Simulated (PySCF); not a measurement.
An equivalent PySCF input for Bi³⁺ (bismuth, charge +3), [Xe] 4f14 5d10 6s2, closed-shell 1S, with scalar relativity by spin-free X2C-1e:

```python
from pyscf import gto, scf, dft, mp, cc
import basis_set_exchange as bse
mol = gto.M(atom="Bi 0 0 0", charge=3, spin=0, symmetry="D2h",
            basis=gto.basis.parse(bse.get_basis("x2c-QZVPPall", elements=["Bi"], fmt="nwchem")),
            nucmod="G")
mf = dft.UKS(mol, xc="BHANDHLYP").sfx2c1e()
mf.irrep_nelec = {'Ag': (12, 12), 'B1g': (3, 3), 'B2g': (3, 3), 'B3g': (3, 3), 'Au': (1, 1), 'B1u': (6, 6), 'B2u': (6, 6), 'B3u': (6, 6)}
mf.kernel()
```

It reaches the same state as the run whose output follows, with an energy that differs only through the grid. The run itself started from symmetry-adapted Hartree-Fock orbitals and held the occupation by maximum overlap, on a logarithmic radial grid, so the iterations belong to that start.

```
SCF conv_tol = 1e-09
number electrons alpha = 40  beta = 40
XC functionals = BHANDHLYP
    A. D. Becke.,  J. Chem. Phys. 98, 1372 (1993)
    Defined through Gaussian implementation.
cycle= 1 E= -21533.6083358477  delta_E= -0.0149  |g|= 0.0611  |ddm|= 0.488
cycle= 2 E= -21533.6083945475  delta_E= -5.87e-05  |g|= 0.0509  |ddm|= 0.137
cycle= 3 E= -21533.6084920827  delta_E= -9.75e-05  |g|= 0.00361  |ddm|= 0.0437
cycle= 4 E= -21533.6084926797  delta_E= -5.97e-07  |g|= 0.000181  |ddm|= 0.00472
cycle= 5 E= -21533.6084926841  delta_E= -4.36e-09  |g|= 9.26e-05  |ddm|= 0.000209
cycle= 6 E= -21533.6084926849  delta_E= -8.33e-10  |g|= 4.76e-06  |ddm|= 0.000137
converged SCF energy = -21533.6084926849  <S^2> = -4.2632564e-14  2S+1 = 1
```

Spin-orbit coupling, which splits the p, d and f shells strongly at this Z, is absent.
